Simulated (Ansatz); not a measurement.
Reaction (isomerisation): `CO[SiH2][SiH2]Cl` → `O[SiH2]C([SiH3])Cl`

Computed with Ansatz on PBE0-D4/def2-TZVP structures; ΔE is electronic, products minus reactants. CCSD(T)/CBS is the MP2 limit (def2-TZVPP, def2-QZVPP) plus CCSD(T) − MP2 in def2-TZVPP, frozen cores. Functionals use def2-TZVPP. B3LYP here is the variant with VWN-RPA as its local correlation; programs differ in this. Each species was taken in one conformer, which may not be the lowest.

```json
{"level": "PBE-D4", "ΔE (kJ/mol)": "63.5", "difference from CCSD(T)/CBS": "9.2"}
{"level": "r2SCAN-D4", "ΔE (kJ/mol)": "61.7", "difference from CCSD(T)/CBS": "7.4"}
{"level": "PBE0-D4", "ΔE (kJ/mol)": "64.7", "difference from CCSD(T)/CBS": "10.4"}
{"level": "B3LYP-D4", "ΔE (kJ/mol)": "64.0", "difference from CCSD(T)/CBS": "9.7"}
{"level": "ωB97X-V", "ΔE (kJ/mol)": "63.1", "difference from CCSD(T)/CBS": "8.8"}
{"level": "ωB97M-V", "ΔE (kJ/mol)": "52.8", "difference from CCSD(T)/CBS": "-1.5"}
{"level": "B2PLYP", "ΔE (kJ/mol)": "62.9", "difference from CCSD(T)/CBS": "8.6"}
{"level": "PBE", "ΔE (kJ/mol)": "67.9", "difference from CCSD(T)/CBS": "13.6"}
{"level": "r2SCAN", "ΔE (kJ/mol)": "62.6", "difference from CCSD(T)/CBS": "8.3"}
{"level": "PBE0", "ΔE (kJ/mol)": "68.4", "difference from CCSD(T)/CBS": "14.1"}
{"level": "B3LYP", "ΔE (kJ/mol)": "71.4", "difference from CCSD(T)/CBS": "17.1"}
{"level": "HF/def2-TZVPP", "ΔE (kJ/mol)": "79.8", "difference from CCSD(T)/CBS": "25.5"}
{"level": "MP2/def2-TZVPP", "ΔE (kJ/mol)": "48.2", "difference from CCSD(T)/CBS": "-6.1"}
{"level": "SCS-MP2/def2-TZVPP", "ΔE (kJ/mol)": "53.9", "difference from CCSD(T)/CBS": "-0.4"}
{"level": "CCSD/def2-TZVPP", "ΔE (kJ/mol)": "59.3", "difference from CCSD(T)/CBS": "5.0"}
{"level": "CCSD(T)/def2-TZVPP", "ΔE (kJ/mol)": "55.2", "difference from CCSD(T)/CBS": "0.9"}
{"level": "HF/def2-QZVPP", "ΔE (kJ/mol)": "80.0", "difference from CCSD(T)/CBS": "25.7"}
{"level": "MP2/def2-QZVPP", "ΔE (kJ/mol)": "47.7", "difference from CCSD(T)/CBS": "-6.6"}
{"level": "SCS-MP2/def2-QZVPP", "ΔE (kJ/mol)": "53.6", "difference from CCSD(T)/CBS": "-0.7"}
{"level": "HF/CBS(def2)", "ΔE (kJ/mol)": "80.0", "difference from CCSD(T)/CBS": "25.7"}
{"level": "MP2/CBS(def2)", "ΔE (kJ/mol)": "47.2", "difference from CCSD(T)/CBS": "-7.1"}
{"level": "CCSD/CBS(def2)", "ΔE (kJ/mol)": "58.4", "difference from CCSD(T)/CBS": "4.1"}
{"level": "CCSD(T)/CBS", "ΔE (kJ/mol)": "54.3", "difference from CCSD(T)/CBS": "0"}
```

Largest T1 diagnostic among the species: 0.011.

The D4 term adds −7.3 kJ/mol with B3LYP and −3.7 kJ/mol with PBE0; it sums over pairs of atoms, weighted by their polarisabilities, and B3LYP, whose exchange is more repulsive, gets the larger term. In def2-TZVPP, CCSD(T) changes the Hartree–Fock value by −24.6 kJ/mol (the triples alone add −4.1 kJ/mol) and MP2 by −31.7 kJ/mol.
